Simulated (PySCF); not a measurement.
## Löwdin shares of the frontier orbitals

Species: C5H8F4Se.
Z-matrix (Å and degrees, PBE0-D3(BJ)/def2-SVP geometry), rows numbered from 1:
```
C 
C   1  1.5188
C   2  1.5212  1  114.62
Se  3  1.9585  2  115.62  1    59.56
C   4  1.9405  3   95.53  2    60.93
F   5  1.3648  4  112.40  3   -83.67
C   5  1.5249  4  111.43  3   155.06
F   7  1.3306  5  110.13  4   172.94
F   7  1.3307  5  111.78  4    52.85
F   7  1.3303  5  110.27  4   -67.87
H   1  1.1002  2  110.85  3   -63.94
H   1  1.0999  2  110.96  3   176.13
H   1  1.1021  2  111.37  3    56.04
H   2  1.1047  1  109.95  3  -120.39
H   2  1.1025  1  109.56  3   123.67
H   3  1.1022  2  111.00  1   -57.56
H   3  1.1005  2  111.76  1  -177.10
H   5  1.1020  4  108.39  3    36.81
```

Theory: TDDFT CAM-B3LYP/def2-SVPD, vertical, gas phase, core orbitals frozen in the response (PySCF 2.14.0, density-fitted response routines). The CAM-B3LYP/def2-SVPD calculation is non-relativistic and has no spin–orbit coupling, an omission that weighs most on selenium.

Kohn–Sham orbitals with the atoms that hold most of them (Löwdin shares over 4%, at most four atoms; ? is withheld):

```csv
orbital,ε (eV),atoms
HOMO-3,-11.67,"C1 20%, C2 16%, H13 11%, Se4 10%"
HOMO-2,-11.00,"C2 15%, Se4 13%, C3 12%, C5 11%"
HOMO-1,-10.29,?
HOMO,-8.29,?
LUMO,0.58,"Se4 66%, C5 10%, C3 7%, H16 6%"
LUMO+1,1.00,"Se4 40%, H17 11%, H18 9%, C2 7%"
LUMO+2,1.12,"Se4 53%, C3 9%, F9 7%, C5 5%"
```

Question: Which atoms hold the HOMO-1, and with what shares?

Answer: Se4 (bonded to 2 C) 45%; C3 (bonded to C, Se and 2 H) 14%; C2 (bonded to 2 C and 2 H) 11%; C5 (bonded to C, F, Se and H) 7%. By element: selenium 45%, carbon 32% or more.

Question: Which atoms hold the HOMO, and with what shares?

Answer: Se4 (bonded to 2 C) 71%; C3 (bonded to C, Se and 2 H) 8%; C5 (bonded to C, F, Se and H) 7%. By element: selenium 71%, carbon 16% or more.

Question: How does S1 compare with the orbital gap of 8.87 eV?

Answer: S1 is at 5.03 eV (f = 0.0002), 3.84 eV below the gap, made of HOMO→LUMO (80%). Without the coupling terms of the response equations the lowest excitation would equal the gap.

Question: Give energy, strength and leading configuration of S1 and S3, and follow the Löwdin shares of the leading atoms from the occupied to the empty orbital.

Answer: 
- S1 (5.03 eV, f 0.0002), HOMO→LUMO (80%): Se4 71% → 66%, C3 8% → 7%, C5 7% → 10%
- S3 (6.60 eV, f 0.036), HOMO→LUMO+1 (84%): Se4 71% → 40%, C3 8% → at most 8%, H17 at most 4% → 11%

One conformer stands for the species.
